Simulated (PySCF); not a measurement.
**Atomic charges by several schemes**

Compound: C7H10SSi.
Structure used (GFN2-xTB), in Å, numbered top down from 1:
```xyz
19
C7H10SSi angstrom
C      0.2605    1.7543    1.0168
C     -0.3516    0.7903    0.3346
Si    -2.1541    0.7827   -0.2456
C     -2.1490   -1.1267   -0.3150
C     -0.7087   -1.4903   -0.2489
C      0.2045   -0.5457    0.0623
C      1.6220   -0.8455    0.0530
C      2.5972    0.2042   -0.3685
S      2.1679   -2.3414    0.4452
H      1.2549    1.6587    1.4217
H     -0.2375    2.6890    1.2142
H     -2.3199    1.3832   -1.5719
H     -3.0931    1.3441    0.7243
H     -2.6110   -1.5675   -1.1988
H     -2.6670   -1.5579    0.5446
H     -0.4052   -2.5016   -0.4798
H      2.1071    1.0269   -0.8846
H      3.1223    0.5958    0.5037
H      3.3506   -0.2436   -1.0147
```

Density: PBE0/pcSseg-1 (PySCF); schemes: Mulliken, IAO, Hirshfeld and ESP-fitted. One conformer (not necessarily the lowest) at the GFN2-xTB geometry, without solvent, vibrations or thermal averaging.

At which atom do the 4 schemes differ most?

At C7: from -0.365 (Mulliken) to +0.256 e (ESP-fitted), 0.621 e apart.

For which atoms does the sign change between the 4 schemes (beyond +0.03 e in one, beyond −0.03 e in another)?

C2 and C7. Atomic charges aren't observables, and each scheme defines them in its own way.

Which atoms carry the highest charge in the Mulliken, IAO, Hirshfeld and ESP-fitted schemes?

All schemes agree: Mulliken Si3 (+0.757); IAO Si3 (+0.756); Hirshfeld Si3 (+0.349); ESP-fitted Si3 (+0.413).

What partial charge does each atom carry?

In e:

```tsv
atom	environment	Mulliken	IAO	Hirshfeld	ESP-fitted
C1	terminal =CH2 carbon	-0.061	-0.299	-0.093	-0.596
C2	fully substituted alkene carbon	-0.500	-0.263	-0.091	+0.091
Si3	SiH2 silicon	+0.757	+0.756	+0.349	+0.413
C4	sp3 carbon bound to silicon	-0.474	-0.551	-0.157	-0.328
C5	alkene CH carbon	-0.048	-0.071	-0.006	-0.076
C6	fully substituted alkene carbon	-0.013	-0.037	-0.020	-0.112
C7	thiocarbonyl carbon	-0.365	-0.025	+0.052	+0.256
C8	methyl carbon	-0.159	-0.433	-0.124	-0.384
S9	thiocarbonyl sulfur	-0.081	-0.126	-0.142	-0.285
H10	vinylic hydrogen	+0.118	+0.144	+0.045	+0.245
H11	vinylic hydrogen	+0.110	+0.148	+0.046	+0.213
H12	Si–H hydrogen	-0.072	-0.118	-0.074	-0.100
H13	Si–H hydrogen	-0.080	-0.116	-0.071	-0.090
H14	methylene hydrogen	+0.154	+0.159	+0.046	+0.129
H15	methylene hydrogen	+0.172	+0.170	+0.052	+0.122
H16	vinylic hydrogen	+0.105	+0.168	+0.042	+0.128
H17	methyl hydrogen	+0.136	+0.152	+0.039	+0.132
H18	methyl hydrogen	+0.151	+0.169	+0.055	+0.126
H19	methyl hydrogen	+0.150	+0.173	+0.050	+0.116
```

Mean size of the charges over all atoms: IAO 0.215 e, ESP-fitted 0.207 e, Mulliken 0.195 e, Hirshfeld 0.082 e. Each set sums to the total charge, 0, to within 0.001 e. The IAO scheme projects the occupied orbitals on a minimal set of polarised atomic orbitals and counts the electrons in each atom's part of it.

How closely do the schemes follow one another over all atoms?

Correlation coefficient and root-mean-square difference: IAO with Hirshfeld 0.94, 0.179 e; Mulliken with IAO 0.89, 0.131 e; Mulliken with Hirshfeld 0.82, 0.190 e; IAO with ESP-fitted 0.81, 0.165 e; Hirshfeld with ESP-fitted 0.80, 0.173 e; Mulliken with ESP-fitted 0.49, 0.261 e.

Sum the charges by element, for elements with more than one atom.

| element | atoms | Mulliken | IAO | Hirshfeld | ESP-fitted |
| --- | --- | --- | --- | --- | --- |
| C | 7 | -1.620 | -1.679 | -0.438 | -1.148 |
| H | 10 | +0.944 | +1.049 | +0.231 | +1.021 |

The run behind these numbers computed NMR shieldings as well. Time: 93 s; peak memory 0.96 GiB. Hardware: an Arm Neoverse N1 with one thread, no GPU, on a shared host.
